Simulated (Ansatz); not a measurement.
Relaxation of F5HOTa (8 atoms, charge 0, multiplicity 2), to a largest force component of 0.03 eV/Å in at most 50 steps.

These are results of UKS PBE/def2-SVP in Ansatz, not measurements.

```xyz
8
Properties=species:S:1:pos:R:3:forces:R:3
Ta 0.444 -0.216 -0.065 0.10 0.05 0.03
F 1.531 -1.801 -0.247 0.03 0.11 0.01
F 0.883 -0.268 1.794 0.02 0.00 -0.01
F 0.504 -0.044 -1.946 -0.03 0.00 -0.03
F 0.291 1.665 0.086 -0.01 -0.02 -0.01
F -1.297 -0.876 0.109 -0.03 -0.02 -0.02
O 2.626 0.362 -0.186 -0.08 -0.12 0.03
H 3.026 0.265 0.718 0.00 0.00 -0.01
```

Where does it end, and by what steps?

The run converged. After 7 steps the energy has fallen by 0.017 eV; H8 moved furthest, 0.16 Å.

```json
{"step": "0", "energy less start (eV)": "0.0000", "largest force component (eV/Å)": "0.117", "accepted": "yes"}
{"step": "1", "energy less start (eV)": "-0.0051", "largest force component (eV/Å)": "0.195", "accepted": "yes"}
{"step": "2", "energy less start (eV)": "-0.0101", "largest force component (eV/Å)": "0.368", "accepted": "yes"}
{"step": "3", "energy less start (eV)": "-0.0138", "largest force component (eV/Å)": "0.245", "accepted": "yes"}
{"step": "4", "energy less start (eV)": "-0.0167", "largest force component (eV/Å)": "0.213", "accepted": "yes"}
{"step": "5", "energy less start (eV)": "-0.0172", "largest force component (eV/Å)": "0.097", "accepted": "yes"}
{"step": "6", "energy less start (eV)": "-0.0173", "largest force component (eV/Å)": "0.055", "accepted": "yes"}
{"step": "7", "energy less start (eV)": "-0.0174", "largest force component (eV/Å)": "0.008", "accepted": "yes"}
```

```xyz
8
Properties=species:S:1:pos:R:3
Ta 0.445 -0.152 -0.056
F 1.612 -1.714 -0.222
F 0.846 -0.208 1.809
F 0.478 -0.021 -1.942
F 0.206 1.710 0.076
F -1.249 -0.935 0.096
O 2.619 0.291 -0.186
H 3.050 0.114 0.688
```

Whether the end is a true minimum wasn't checked by a vibrational analysis.

Time of the run: 14 s on 4 threads of Intel(R) Xeon(R) 6975P-C (Granite Rapids), with other jobs on the host, peak memory 0.26 GiB.
